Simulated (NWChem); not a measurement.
System: C₂H₃F₂In; SMILES C=[CH][In]([F])[F]

```xyz
8

In    -0.0263     0.2322     0.0004
F     -0.9328     1.9614    -0.0021
F      1.9104     0.5099     0.0034
C     -0.8692    -1.7047    -0.0003
C     -0.0886    -2.7892     0.0014
H     -1.9598    -1.8034    -0.0020
H     -0.5192    -3.7985     0.0010
H      1.0052    -2.7341     0.0031
```
Atoms are numbered in this order, from 1.

Level: PBE0/def2-SVP with def2 effective core potentials on In (NWChem), optimised geometry, unscaled harmonic frequencies. def2 effective core potentials on In; no spin-orbit coupling.

```csv
frequency (cm⁻¹),IR intensity (km/mol)
61,5.0
69,3.2
145,31.3
146,19.4
269,9.5
466,42.2
523,5.0
615,65.3
622,72.0
992,6.7
1005,21.5
1032,23.9
1238,20.3
1412,11.1
1667,3.2
3138,5.2
3197,2.0
3238,0.3
```

```
Item                                                                               Result
-----------------------------------------------------------------------  ----------------
zero-point energy                                                           28.3 kcal/mol
thermal correction to the enthalpy at 298.15 K (with zero-point energy)     33.4 kcal/mol
heat capacity Cv                                                         21.4 cal/(mol K)
entropy at 298.15 K and 1 atm (symmetry number 1)                        87.0 cal/(mol K)
```

Rigid rotor and harmonic oscillator; modes under 100 cm⁻¹ make the entropy uncertain.
